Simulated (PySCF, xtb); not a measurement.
C2H5BF2O, SMILES C[C@H](O)B(F)F.

GFN2-xTB (xtb) at its own geometry gives an orbital gap of 5.02 eV and a dipole moment of 3.41 D.

The structure is a stationary point at r2SCAN-D4/def2-SVP. The structure was generated by enumeration; whether it is a known compound was not checked. One conformer was computed; it need not be the lowest.

Question: What does HF/def2-TZVP (PySCF) give? (An estimate is asked for; the answer gives what the named calculation found.)

Answer: gap 15.43 eV (levels -12.42 and 3.02 eV), dipole 3.08 D.
